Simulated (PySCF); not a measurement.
I2Zn, triplet, at the geometry of the source list (a higher spin typed on purpose: for a closed-shell molecule this is an excited state) (all electrons, no relativity); PBE/3-21G (PySCF).

The PySCF input:
```python
from pyscf import gto, scf, dft

mol = gto.Mole()
mol.atom = '''
    Zn    0.00000000   -0.00000000    0.00000000
    I    -0.22030000    1.90030000   -1.52150000
    I     0.22030000   -1.90030000    1.52150000
'''
mol.basis = '3-21g'
mol.spin = 2
mol.verbose = 4
mol.build()

mf = dft.UKS(mol)
mf.xc = 'pbe'
mf.init_guess = '1e'
mf = mf.newton()
mf.kernel()
mf.analyze()
```

What the program printed (banner, timings and long lists left out):

```
PySCF version 2.14.0

[INPUT] verbose = 4
[INPUT] num. atoms = 3
[INPUT] num. electrons = 136
[INPUT] charge = 0
[INPUT] spin (= nelec alpha-beta = 2S) = 2
[INPUT] symmetry False subgroup None
[INPUT] Mole.unit = angstrom
[INPUT] Symbol           X                Y                Z      unit          X                Y                Z       unit  Magmom
[...]
nuclear repulsion = 992.515828172425
number of shells = 37
number of NR pGTOs = 216
number of NR cGTOs = 89
basis = 3-21g
ecp = {}

******** <class 'pyscf.soscf.newton_ah.SecondOrderUKS'> ********
method = SecondOrderUKS
initial guess = 1e
damping factor = 0
level_shift factor = 0
DIIS = <class 'pyscf.scf.diis.CDIIS'>
diis_start_cycle = 1
diis_space = 8
diis_damp = 0
SCF conv_tol = 1e-09
SCF conv_tol_grad = None
SCF max_cycles = 50
direct_scf = True
direct_scf_tol = 1e-13
number electrons alpha = 69  beta = 67
XC library pyscf.dft.libxc version 7.1.2
    S. Lehtola, C. Steigemann, M. J. T. Oliveira, and M. A. L. Marques,  SoftwareX 7, 1–5 (2018)
XC functionals = pbe
    J. P. Perdew, K. Burke, and M. Ernzerhof,  Phys. Rev. Lett. 77, 3865 (1996)
    J. P. Perdew, K. Burke, and M. Ernzerhof,  Phys. Rev. Lett. 78, 1396 (1997)
    J. P. Perdew, K. Burke, and M. Ernzerhof,  Phys. Rev. Lett. 77, 3865 (1996)
    J. P. Perdew, K. Burke, and M. Ernzerhof,  Phys. Rev. Lett. 78, 1396 (1997)
radial grids:
    Treutler-Ahlrichs [JCP 102, 346 (1995); DOI:10.1063/1.469408] (M4) radial grids

becke partition: Becke, JCP 88, 2547 (1988); DOI:10.1063/1.454033
pruning grids: <function nwchem_prune>
grids dens level: 3
symmetrized grids: False
atomic radii adjust function: <function treutler_atomic_radii_adjust>
small_rho_cutoff = 0
******** <class 'pyscf.dft.uks.UKS'> Newton solver flags ********
SCF tol = 1e-09
conv_tol_grad = None
max. SCF cycles = 50
direct_scf = True
direct_scf_tol = 1e-13
max_cycle_inner = 12
max_stepsize = 0.05
ah_start_tol = 1e+09
ah_level_shift = 0
ah_conv_tol = 1e-12
ah_lindep = 1e-14
ah_start_cycle = 1
ah_max_cycle = 40
ah_grad_trust_region = 2.5
kf_interval = 4
kf_trust_region = 5
canonicalization = True
Set conv_tol_grad to 3.16228e-05
Initial guess from hcore.

tot grids = 64560

Initial guess E= -15354.3797234188  |g|= 5.38182
macro= 0  E= -15357.5531749254  delta_E= -3.17345  |g|= 4.924  3 KF 15 JK
macro= 1  E= -15378.496712035  delta_E= -20.9435  |g|= 13.569  3 KF 15 JK
macro= 2  E= -15435.8914603507  delta_E= -57.3947  |g|= 19.3773  3 KF 15 JK
macro= 3  E= -15494.8809213934  delta_E= -58.9895  |g|= 15.4666  3 KF 15 JK
macro= 4  E= -15527.8400910445  delta_E= -32.9592  |g|= 7.57055  3 KF 15 JK
macro= 5  E= -15537.9581350669  delta_E= -10.118  |g|= 4.31444  3 KF 15 JK
macro= 6  E= -15542.5908926431  delta_E= -4.63276  |g|= 2.70734  3 KF 15 JK
macro= 7  E= -15545.4912893468  delta_E= -2.9004  |g|= 1.64705  3 KF 15 JK
macro= 8  E= -15546.8881581857  delta_E= -1.39687  |g|= 0.892502  3 KF 15 JK
macro= 9  E= -15547.7017937883  delta_E= -0.813636  |g|= 0.183449  3 KF 18 JK
macro= 10  E= -15548.2524832317  delta_E= -0.550689  |g|= 0.191034  3 KF 18 JK
macro= 11  E= -15548.6120107162  delta_E= -0.359527  |g|= 0.146747  3 KF 18 JK
macro= 12  E= -15548.9139495439  delta_E= -0.301939  |g|= 0.118392  4 KF 20 JK
macro= 13  E= -15548.9446824868  delta_E= -0.0307329  |g|= 0.0468938  3 KF 21 JK
macro= 14  E= -15548.9318509958  delta_E= 0.0128315  |g|= 0.0584796  3 KF 14 JK
macro= 15  E= -15548.9411647276  delta_E= -0.00931373  |g|= 0.119192  3 KF 15 JK
macro= 16  E= -15548.9454906131  delta_E= -0.00432589  |g|= 0.0333026  4 KF 22 JK
macro= 17  E= -15548.9301035634  delta_E= 0.015387  |g|= 0.0653389  2 KF 7 JK
macro= 18  E= -15548.9686768503  delta_E= -0.0385733  |g|= 0.0465487  4 KF 22 JK
macro= 19  E= -15548.9839745564  delta_E= -0.0152977  |g|= 0.0129572  4 KF 24 JK
macro= 20  E= -15548.9841162391  delta_E= -0.000141683  |g|= 0.00112933  3 KF 28 JK
macro= 21  E= -15548.9841166065  delta_E= -3.67414e-07  |g|= 2.37763e-05  3 KF 29 JK
macro= 22  E= -15548.9841166065  delta_E= -3.63798e-12  |g|= 1.2185e-05  1 KF 2 JK
Canonicalize SCF orbitals
macro X = 23  E=-15548.9841166065  |g|= 1.2185e-05  total 71 KF 417 JK

converged SCF energy = -15548.9841166065  <S^2> = 2.0004683  2S+1 = 3.0003122
**** SCF Summaries ****
Total Energy =                      -15548.984116606523457
Nuclear Repulsion Energy =             992.515828172425017
One-electron Energy =               -23411.644243879021815
Two-electron Energy =                 6870.144299100072203
Two-electron Coulomb Energy =         7292.886893695443177
DFT Exchange-Correlation Energy =     -422.742594595370804
**** MO energy ****
                             alpha | beta                alpha | beta
[...]
To work with the spin densities directly, `use mulliken_meta_spin()` only printing them here.

 ** Mulliken spin pop alpha/beta on meta-lowdin orthogonal AOs **
 ** Mulliken Spin Density (per AO)  **
spin_pop of  0 Zn 1s        0.00000
spin_pop of  0 Zn 2s        0.00001
spin_pop of  0 Zn 3s        0.00008
spin_pop of  0 Zn 4s        0.53206
spin_pop of  0 Zn 5s        0.01903
spin_pop of  0 Zn 2px      -0.00000
spin_pop of  0 Zn 2py      -0.00000
spin_pop of  0 Zn 2pz      -0.00000
spin_pop of  0 Zn 3px      -0.00000
spin_pop of  0 Zn 3py      -0.00000
spin_pop of  0 Zn 3pz      -0.00000
spin_pop of  0 Zn 4px       0.00246
spin_pop of  0 Zn 4py      -0.00146
spin_pop of  0 Zn 4pz      -0.00091
spin_pop of  0 Zn 5px       0.00013
spin_pop of  0 Zn 5py      -0.00042
spin_pop of  0 Zn 5pz      -0.00022
spin_pop of  0 Zn 3dxy      0.01743
spin_pop of  0 Zn 3dyz      0.05167
spin_pop of  0 Zn 3dz^2     0.08587
spin_pop of  0 Zn 3dxz      0.02186
spin_pop of  0 Zn 3dx2-y2    0.06058
spin_pop of  0 Zn 4dxy      0.00001
spin_pop of  0 Zn 4dyz      0.00017
spin_pop of  0 Zn 4dz^2     0.00004
spin_pop of  0 Zn 4dxz      0.00002
spin_pop of  0 Zn 4dx2-y2    0.00009
spin_pop of  1 I 1s        0.00000
spin_pop of  1 I 2s        0.00000
spin_pop of  1 I 3s        0.00001
spin_pop of  1 I 4s        0.00009
spin_pop of  1 I 5s        0.01838
spin_pop of  1 I 6s        0.00016
spin_pop of  1 I 2px       0.00000
spin_pop of  1 I 2py       0.00000
spin_pop of  1 I 2pz       0.00000
spin_pop of  1 I 3px       0.00001
spin_pop of  1 I 3py       0.00002
spin_pop of  1 I 3pz       0.00002
spin_pop of  1 I 4px       0.00003
spin_pop of  1 I 4py       0.00011
spin_pop of  1 I 4pz       0.00010
spin_pop of  1 I 5px       0.09265
spin_pop of  1 I 5py       0.24465
spin_pop of  1 I 5pz       0.24761
spin_pop of  1 I 6px      -0.00009
spin_pop of  1 I 6py       0.00126
spin_pop of  1 I 6pz       0.00075
spin_pop of  1 I 3dxy      0.00000
spin_pop of  1 I 3dyz      0.00000
spin_pop of  1 I 3dz^2     0.00000
spin_pop of  1 I 3dxz      0.00000
spin_pop of  1 I 3dx2-y2    0.00000
spin_pop of  1 I 4dxy     -0.00000
spin_pop of  1 I 4dyz     -0.00000
spin_pop of  1 I 4dz^2    -0.00000
spin_pop of  1 I 4dxz     -0.00000
spin_pop of  1 I 4dx2-y2   -0.00000
spin_pop of  2 I 1s        0.00000
spin_pop of  2 I 2s        0.00000
spin_pop of  2 I 3s        0.00001
spin_pop of  2 I 4s        0.00009
spin_pop of  2 I 5s        0.01838
spin_pop of  2 I 6s        0.00016
spin_pop of  2 I 2px       0.00000
spin_pop of  2 I 2py       0.00000
spin_pop of  2 I 2pz       0.00000
spin_pop of  2 I 3px       0.00001
spin_pop of  2 I 3py       0.00002
spin_pop of  2 I 3pz       0.00002
spin_pop of  2 I 4px       0.00003
spin_pop of  2 I 4py       0.00011
spin_pop of  2 I 4pz       0.00010
spin_pop of  2 I 5px       0.09265
spin_pop of  2 I 5py       0.24468
spin_pop of  2 I 5pz       0.24758
spin_pop of  2 I 6px      -0.00009
spin_pop of  2 I 6py       0.00126
spin_pop of  2 I 6pz       0.00075
spin_pop of  2 I 3dxy      0.00000
spin_pop of  2 I 3dyz      0.00000
spin_pop of  2 I 3dz^2     0.00000
spin_pop of  2 I 3dxz      0.00000
spin_pop of  2 I 3dx2-y2    0.00000
spin_pop of  2 I 4dxy     -0.00000
spin_pop of  2 I 4dyz     -0.00000
spin_pop of  2 I 4dz^2    -0.00000
spin_pop of  2 I 4dxz     -0.00000
spin_pop of  2 I 4dx2-y2   -0.00000
 ** Mulliken Spin Density (per atom)  **
spin density of  0 Zn =      0.78849
spin density of  1 I =      0.60575
spin density of  2 I =      0.60575
 ** Mulliken pop alpha/beta on meta-lowdin orthogonal AOs **
 ** Mulliken pop       alpha | beta **
In total            69.00000 | 67.00000
 ** Mulliken atomic charges   ( Nelec_alpha | Nelec_beta ) **
charge of  0Zn =      0.61400  (    15.08725     14.29876 )
charge of  1I =     -0.30700  (    26.95638     26.35062 )
charge of  2I =     -0.30700  (    26.95638     26.35062 )
Dipole moment(X, Y, Z, Debye):  0.00000,  0.00006, -0.00009
```
